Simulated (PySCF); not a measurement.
Isomers of C5H12O2Si and their computed core-level spectra.

The calculation used delta-SCF UKS SCAN, pcX-2 on the ionised atom, pcseg-1 elsewhere, spin-free X2C in PySCF 2.14.0. Geometries: PBE0-D3(BJ)/def2-SVP; isolated species, one conformer each.

Line lists (1s up to Mg, 2p3/2 beyond; areas count atoms within a level, one atom standing for each set equivalent by bonding):
1. C 1s: 290.12 (area 1), 290.64 (area 1), 290.71 (area 1), 292.00 (area 1), 292.17 (area 1) eV; O 1s: 537.55 (area 1), 537.69 (area 1) eV; Si 2p3/2: 107.08 eV
2. C 1s: 290.15 (area 1), 290.67 (area 1), 290.69 (area 1), 291.91 (area 1), 293.27 (area 1) eV; O 1s: 537.60 (area 1), 538.13 (area 1) eV; Si 2p3/2: 106.99 eV
3. C 1s: 290.10 (area 1), 290.43 (area 1), 290.68 (area 1), 292.26 (area 2) eV; O 1s: 537.82 eV; Si 2p3/2: 107.31 eV

Structures:
A. `CCC[SiH]1OCCO1`
B. `CCO[Si@H]1CCCO1`
C. `O(CC)[C@H]1O[SiH2]CC1`

Q: Match each list to its structure.

A: 
- 1 = B: another candidate has the same counts of sites, so positions decide. C 1s: 290.12 sp3 carbon bound to silicon, 290.64 methyl carbon, 290.71 ring CH2 carbon, 292.00 sp3 carbon bound to oxygen, 292.17 sp3 carbon bound to oxygen; O 1s: 537.55 silyl ether oxygen, 537.69 silyl ether oxygen; Si 2p3/2: 107.08 oxygen-bound silicon.
- 2 = C: another candidate has the same counts of sites, so positions decide. C 1s: 290.15 sp3 carbon bound to silicon, 290.67 methyl carbon, 290.69 ring CH2 carbon, 291.91 sp3 carbon bound to oxygen, 293.27 sp3 carbon bearing two oxygens; O 1s: 537.60 silyl ether oxygen, 538.13 ether oxygen; Si 2p3/2: 106.99 oxygen-bound silicon.
- 3 = A: no other candidate has these counts of sites. C 1s: 290.10 sp3 carbon bound to silicon, 290.43 methyl carbon, 290.68 chain CH2 carbon, 292.26 sp3 carbon bound to oxygen (×2); O 1s: 537.82 silyl ether oxygen (×2); Si 2p3/2: 107.31 oxygen-bound silicon.

The 2p values add to the ΔSCF energy of one spin-free hole a correction within the shell (spin–orbit coupling, ligand field).
